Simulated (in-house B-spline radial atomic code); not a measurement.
The numbers below are computed, except where a source is named.
In in an electron gas of r_s = 1.65: phase shifts, screening and friction

A nucleus sits in a uniform electron gas with a rigid positive background. The Kohn-Sham equations are solved self-consistently in the spin-unpolarised LDA (PW92), non-relativistic, on B-splines with outgoing waves at the boundary and partial waves to l = 8. The model has no lattice, no bands and no magnetic solution. Atomic units; δ_l are the phase shifts at the Fermi level, counted so that each bound state adds π, and good to about 0.0005.

The density parameter is r_s = 1.65 bohr.

```csv
l,δ_l (rad)
0,12.4487
1,9.9552
2,6.4635
3,0.2537
4,0.0446
5,0.0102
6,0.0026
7,0.0006
8,0.0002
```

Bound levels below the band bottom (hartree): d -15.65, s -3.646, p -2.383, d -0.3357, s -0.02665 and deeper ones.

Task: Check the Friedel sum rule, and say where the screening charge sits.

Result: k_F = (9π/4)^(1/3)/r_s = 1.16313. The rule is Z = (2/π) Σ (2l + 1) δ_l. The terms are s 7.925, p 19.013, d 20.574, f 1.131 and 0.356 beyond, in all 48.999 against Z = 49. Bound states hold 10 s, 18 p, 20 d electrons, so the scattering states carry 1.00 in all; where a term is smaller than its bound count, the bound level has drawn weight out of the band.

Task: Find the transport cross section and the electronic stopping of a 5 keV In ion (mass 114.82 u).

Result: σ_tr = (4π/k_F²) Σ (l + 1) sin²(δ_l − δ_(l+1)). The terms for l = 0 to 3 are 0.3644, 0.2353, 0.0161, 0.1724, all together 0.7945, so σ_tr = 9.289 × 0.7945 = 7.380 bohr². With n = 3/(4π r_s³) = 0.05314, the friction coefficient is Q = n k_F σ_tr = 0.4562. For v well below v_F = 1.163, dE/dx = Q v; with 24801 eV per u at v = 1, v = √(5000/(24801 × 114.82)) = 0.0419, so dE/dx = 0.01911 hartree/bohr = 9.83 eV/nm. The largest term couples the s and p waves.
